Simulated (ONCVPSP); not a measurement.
**Si (Z = 14), ONCV: configuration errors across variants**

Si (Z = 14), optimised norm-conserving Vanderbilt (ONCV), made with ONCVPSP 4.0.1 (PBE, scalar-relativistic). Core [Ne], reference 3s2 3p2. Waves: 3s: rc 1.60 bohr, ncon 4, nbas 8, qcut 4.1 1/bohr, 2 projectors, debl 1.1 Ha; 3p: rc 1.55 bohr, ncon 4, nbas 8, qcut 5.2 1/bohr, 1 projector; d scattering state at 0.21 Ha: rc 1.60 bohr, ncon 5, nbas 9, qcut 7.1 1/bohr, 2 projectors, debl 1 Ha. Local part: polynomial inside 1.45 bohr (lpopt 2, dvloc0 2 Ha). Core correction: Teter function, fcfact 2, rcfact 1.45.

All-electron excitation energies from the reference (eV): (1) 3s2 3p1 7.740; (2) 3s2 3p0 23.733; (3) 3s1 3p0 57.704; (4) 3s0 3p4 13.778.

2 further variants failed, have other tests or too few solved ones, and are left out.

Errors AE − PS in meV (a dash: test not solved or not reliable):

```tsv
change	(1)	(2)	(3)	(4)	bound ghosts	GHOST(+) flags above zero
base	+0.2	-1.9	+4.9	-0.2	none	none
all radii but the core radius scaled by about 0.93 (s 1.48, p 1.44, d 1.48 bohr); local potential polynomial inside 1.34 bohr (lpopt 2, dvloc0 2 Ha)	+0.4	-3.0	-0.4	+4.0	none	none
all radii but the core radius scaled by about 1.04 (s 1.66, p 1.62, d 1.66 bohr); local potential polynomial inside 1.52 bohr (lpopt 2, dvloc0 2 Ha)	+0.1	-1.4	+6.9	-2.8	none	none
all radii but the core radius scaled by about 1.11 (s 1.78, p 1.72, d 1.78 bohr); local potential polynomial inside 1.62 bohr (lpopt 2, dvloc0 2 Ha)	+0.7	-0.7	+8.5	-4.7	none	none
all radii but the core radius scaled by about 1.19 (s 1.90, p 1.84, d 1.90 bohr); local potential polynomial inside 1.74 bohr (lpopt 2, dvloc0 2 Ha)	+0.3	+0.2	+8.7	-11	none	none
all radii but the core radius scaled by about 1.23 (s 1.96, p 1.90, d 1.96 bohr); local potential polynomial inside 1.78 bohr (lpopt 2, dvloc0 2 Ha)	+0.2	+0.6	+8.4	-14	none	none
```

Problem. Give the same row for: all radii but the core radius scaled by about 1.32 (s 2.12, p 2.04, d 2.12 bohr); local potential polynomial inside 1.92 bohr (lpopt 2, dvloc0 2 Ha).

Solution. +0.1, +2.2, +5.0, -23; bound ghosts: none; GHOST(+) flags above zero: none.
